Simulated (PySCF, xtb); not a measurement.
H5NO2Si: 3 structures ranked

3 gas-phase structures of H5NO2Si, found in a search over its isomers (lower ones may exist). Each was relaxed with GFN2-xTB; where two conformers were screened, the lower at r2SCAN-D4/def2-SVP is listed:

A. `N[SiH](O)O`, a singlet
B. `NO[SiH2]O`, a singlet
C. a singlet given by its coordinates

C (Å):

```xyz
9

N    -1.0816    0.6015    0.2644
O    -2.8341    2.4596    1.4829
O    -0.1368    2.6429    1.8771
Si   -1.5426    1.8153    1.9303
H    -0.4496    1.1408   -0.3139
H    -0.7006   -0.3198    0.4376
H    -1.9746    0.5278   -0.2046
H    -1.3968    0.7333    2.8943
H     0.6036    2.3947    2.4209
```

Close contacts (Å): N1–Si4 2.11, O2–Si4 1.51, O3–Si4 1.63, N1–H5 1.01, N1–H6 1.01, N1–H7 1.01, O3–H9 0.95, Si4–H8 1.46.

Problem. Estimate their order in r2SCAN-D4/def2-SVP energy at these geometries, lowest first.

Solution. Calculated order at r2SCAN-D4/def2-SVP: A (0.0), C (30.4), B (70.8) kcal/mol.

Energies above the lowest of each column, in kcal/mol; the last columns are at B3LYP/6-31G* geometries:

```json
{"structure": "A", "GFN2-xTB": "0.0", "HF/STO-3G": "0.0", "r2SCAN-D4/def2-SVP": "0.0", "B3LYP/6-31G*": "0.0", "CCSD(T)/def2-SVP + ΔMP2/def2-TZVPP": "0.0"}
{"structure": "C", "GFN2-xTB": "13.1", "HF/STO-3G": "79.2", "r2SCAN-D4/def2-SVP": "30.4", "B3LYP/6-31G*": "22.1", "CCSD(T)/def2-SVP + ΔMP2/def2-TZVPP": "27.1"}
{"structure": "B", "GFN2-xTB": "51.1", "HF/STO-3G": "35.8", "r2SCAN-D4/def2-SVP": "70.8", "B3LYP/6-31G*": "61.7", "CCSD(T)/def2-SVP + ΔMP2/def2-TZVPP": "73.0"}
```

Every level run on A puts it lowest or level with the lowest. Some further structures that were screened fall inside this span and aren't listed. Flexible structures stand in one conformer each, not always the lowest. The ΔMP2 step shifts differences by up to 6.6 kcal/mol, which makes them less sure. ΔMP2 is the change of the MP2 energy from the smaller to the larger basis.

Programs: PySCF 2.14.0, xtb 6.7.1 (Pople sets with spherical d functions).
